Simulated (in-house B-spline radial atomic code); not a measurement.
**Ru8+: [Ne] 3s2 3p5 3d10 4s2 4p6 7d1 (an excited or competing configuration)**

All numbers are computed (Dirac-Hartree-Fock, average of configuration; Fermi nucleus of rms radius 4.4809 fm) with a radial B-spline atomic code at the basis-set limit, not measured.

Screening seen three ways: the hydrogenic charge with the same mean radius, Z_r = [3n² - l(l+1)]/(2<r>), the one with the same energy, Z_e = n√(-2ε), and Slater's rules. Values are occupation-weighted means over j. An effective charge above Z reflects the relativistic contraction of the inner shells.

| shell | electrons | ε (eV) | <r> (bohr) | Z_r | Z_e | Slater |
| --- | --- | --- | --- | --- | --- | --- |
| 1s | 2 | -22445 | 0.03342 | 44.88 | 40.62 | 43.70 |
| 2s | 2 | -3467.4 | 0.1449 | 41.40 | 31.93 | 39.85 |
| 2p | 6 | -3120.6 | 0.1269 | 39.41 | 30.29 | 39.85 |
| 3s | 2 | -783.55 | 0.3966 | 34.04 | 22.77 | 33.10 |
| 3p | 5 | -670.22 | 0.3991 | 31.32 | 21.06 | 33.10 |
| 3d | 10 | -480.21 | 0.3758 | 27.94 | 17.82 | 23.85 |
| 4s | 2 | -240.73 | 0.9421 | 25.47 | 16.83 | 17.10 |
| 4p | 6 | -200.04 | 0.9977 | 23.05 | 15.34 | 17.10 |
| 7d | 1 | -30.039 | 5.824 | 12.10 | 10.40 | 9.00 |

The least bound orbital is 7d5/2 at -30.02 eV, and it is also the most diffuse (<r> = 5.829 bohr). The part-filled 3p shell lies below the filled 4p shell in orbital energy.

Spin-orbit splittings of the orbital energies (j = l + 1/2 above j = l - 1/2 when positive): 2p 131.9 eV, 3p 23.56 eV, 3d 4.551 eV, 4p 4.603 eV, 7d 0.05913 eV.

For the 1s electron the small component carries 2.59 % of the norm, the zero-frequency Breit interaction raises the level by 44.82 eV, self-energy by 24.78 eV, and vacuum polarisation lowers it by 2.961 eV.
